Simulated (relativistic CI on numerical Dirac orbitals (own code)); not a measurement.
## Co³⁺ in a cubic cluster: 1s photoemission with charge transfer

Computed with a charge-transfer multiplet model of a cubic metal-ligand cluster with up to 2 ligand holes, Slater and spin-orbit integrals from Dirac-Coulomb-Breit ions, Slater integrals scaled by 0.7. The ground state mixes d6 with configurations of k ligand holes L, whose averages lie at kΔ + k(k − 1)U_dd/2; a core hole lowers each added d electron by U_cd. 20 K, Lorentzian 1.1 eV and Gaussian 0.6 eV FWHM.

Atomic integrals in eV (Slater integrals scaled, ζ unscaled), ground: F2dd 8.824, F4dd 5.512, zeta_d 0.071; with the core hole: F2dd 9.983, F4dd 6.265, zeta_d 0.101, G2cd 0.058.

Cluster parameters (eV): Δ = 3.7, U_cd = 7.8, 10Dq = 0.6, 10Dq(ligand) = 0.7, V(eg) = 1.3, V(t2g) = -0.67, final-state hopping factor = 0.9.

Weights, n_d and S are thermal averages at 20 K. Binding energies count from the first peak over 30 % of the highest in each spectrum, which can be another peak from case to case. The parameters are a model scan and need not match a compound or its usual spin state. Peaks in eV (height, largest 100): 0.0 (100), 3.7 (94), 4.9 (93).

Task: Which parameters give this spectrum?
A. U_dd = 6.1 eV
B. U_dd = 5.4 eV
C. U_dd = 8.2 eV
D. U_dd = 6.8 eV
E. U_dd = 4 eV

Result: E. U_dd = 4 eV; the ground state then has 6.12 d electrons and S = 2.00. The choice follows from running the model for each set and comparing peak positions and heights. The space is cut while the next configuration still counts.
